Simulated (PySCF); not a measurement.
Two-component Hartree-Fock for Ta (tantalum, neutral)

Start: [Xe] 4f14 5d3 6s2; 5d3/2 filled at m_j = -1/2, +1/2, +3/2. Calculated with PySCF 2.14 in x2c-SVPall-2c with one added diffuse shell each of s, d type (8s9p10d2f, 99 functions): generalised Hartree-Fock with the X2C-1e Hamiltonian and a Gaussian nucleus; one run each with spin-orbit coupling (SO) switched off, then screened by Boettger's factors.

```json
{"spinor shell": "1s1/2", "electrons": "2", "ε, spin-free (eV)": "-67771.5", "ε, screened SO (eV)": "-67751.5", "weight of nominal j (screened SO)": "1.000", "rms radius, screened SO (bohr)": "0.0212"}
{"spinor shell": "2s1/2", "electrons": "2", "ε, spin-free (eV)": "-11783.8", "ε, screened SO (eV)": "-11777.3", "weight of nominal j (screened SO)": "1.000", "rms radius, screened SO (bohr)": "0.0853"}
{"spinor shell": "2p1/2", "electrons": "2", "ε, spin-free (eV)": "-10329.6", "ε, screened SO (eV)": "-11235.9", "weight of nominal j (screened SO)": "1.000", "rms radius, screened SO (bohr)": "0.0726"}
{"spinor shell": "2p3/2", "electrons": "4", "ε, spin-free (eV)": "-10329.6", "ε, screened SO (eV)": "-9959.3", "weight of nominal j (screened SO)": "1.000", "rms radius, screened SO (bohr)": "0.0799"}
{"spinor shell": "3s1/2", "electrons": "2", "ε, spin-free (eV)": "-2760.7", "ε, screened SO (eV)": "-2758.5", "weight of nominal j (screened SO)": "1.000", "rms radius, screened SO (bohr)": "0.218"}
{"spinor shell": "3p1/2", "electrons": "2", "ε, spin-free (eV)": "-2320.5", "ε, screened SO (eV)": "-2517.9", "weight of nominal j (screened SO)": "1.000", "rms radius, screened SO (bohr)": "0.210"}
{"spinor shell": "3p3/2", "electrons": "4", "ε, spin-free (eV)": "-2320.5", "ε, screened SO (eV)": "-2238.2", "weight of nominal j (screened SO)": "1.000", "rms radius, screened SO (bohr)": "0.225"}
{"spinor shell": "3d3/2", "electrons": "4", "ε, spin-free (eV)": "-1801.4", "ε, screened SO (eV)": "-1836.3", "weight of nominal j (screened SO)": "1.000", "rms radius, screened SO (bohr)": "0.199"}
{"spinor shell": "3d5/2", "electrons": "6", "ε, spin-free (eV)": "-1801.4", "ε, screened SO (eV)": "-1775.9", "weight of nominal j (screened SO)": "1.000", "rms radius, screened SO (bohr)": "0.203"}
{"spinor shell": "4s1/2", "electrons": "2", "ε, spin-free (eV)": "-594.60", "ε, screened SO (eV)": "-593.76", "weight of nominal j (screened SO)": "1.000", "rms radius, screened SO (bohr)": "0.488"}
{"spinor shell": "4p1/2", "electrons": "2", "ε, spin-free (eV)": "-447.52", "ε, screened SO (eV)": "-493.18", "weight of nominal j (screened SO)": "1.000", "rms radius, screened SO (bohr)": "0.497"}
{"spinor shell": "4p3/2", "electrons": "4", "ε, spin-free (eV)": "-447.52", "ε, screened SO (eV)": "-428.13", "weight of nominal j (screened SO)": "1.000", "rms radius, screened SO (bohr)": "0.530"}
{"spinor shell": "4d3/2", "electrons": "4", "ε, spin-free (eV)": "-255.55", "ε, screened SO (eV)": "-262.49", "weight of nominal j (screened SO)": "1.000", "rms radius, screened SO (bohr)": "0.557"}
{"spinor shell": "4d5/2", "electrons": "6", "ε, spin-free (eV)": "-255.55", "ε, screened SO (eV)": "-250.06", "weight of nominal j (screened SO)": "1.000", "rms radius, screened SO (bohr)": "0.569"}
{"spinor shell": "5s1/2", "electrons": "2", "ε, spin-free (eV)": "-87.209", "ε, screened SO (eV)": "-86.949", "weight of nominal j (screened SO)": "1.000", "rms radius, screened SO (bohr)": "1.19"}
{"spinor shell": "5p1/2", "electrons": "2", "ε, spin-free (eV)": "-48.366", "ε, screened SO (eV)": "-55.650", "weight of nominal j (screened SO)": "0.953", "rms radius, screened SO (bohr)": "1.37"}
{"spinor shell": "5p3/2", "electrons": "4", "ε, spin-free (eV)": "-48.366", "ε, screened SO (eV)": "-44.922", "weight of nominal j (screened SO)": "0.975", "rms radius, screened SO (bohr)": "1.41"}
{"spinor shell": "4f5/2", "electrons": "6", "ε, spin-free (eV)": "-40.494", "ε, screened SO (eV)": "-41.215", "weight of nominal j (screened SO)": "0.992", "rms radius, screened SO (bohr)": "0.706"}
{"spinor shell": "4f7/2", "electrons": "8", "ε, spin-free (eV)": "-40.494", "ε, screened SO (eV)": "-39.135", "weight of nominal j (screened SO)": "0.994", "rms radius, screened SO (bohr)": "0.705"}
{"spinor shell": "5d3/2", "electrons": "3", "ε, spin-free (eV)": "-8.871", "ε, screened SO (eV)": "-8.933", "weight of nominal j (screened SO)": "0.728", "rms radius, screened SO (bohr)": "2.33"}
{"spinor shell": "6s1/2", "electrons": "2", "ε, spin-free (eV)": "-6.914", "ε, screened SO (eV)": "-6.879", "weight of nominal j (screened SO)": "0.996", "rms radius, screened SO (bohr)": "3.83"}
```

```csv
quantity,spin-free,screened SO
E (hartree),-15592.23792,-15609.51785
M_J,3/2,3/2
⟨J²⟩,6.802,5.900
⟨L²⟩,12.028,11.834
⟨S²⟩,3.774,3.712
```

The determinant has a definite M_J but mixes levels of different J.

Each row is a mean over spinors that exchange with the open shell spreads, by up to 2.613 eV (5s1/2).

Rows whose weight is well below 1 are mixtures of j = l ± 1/2: exchange outweighs spin-orbit coupling there, and the label is only the starting occupation.

Breit and QED terms are absent; they matter most for the inner s and p1/2 levels.

Densities and radii are taken from the X2C orbitals without a picture-change correction, which distorts them close to the nucleus.

Without spin-orbit coupling the j labels of p, d and f shells carry no meaning; the spin-free column gives the mean over the occupied spinors of each nl shell, and its ⟨J²⟩ belongs to a mixture of degenerate components.
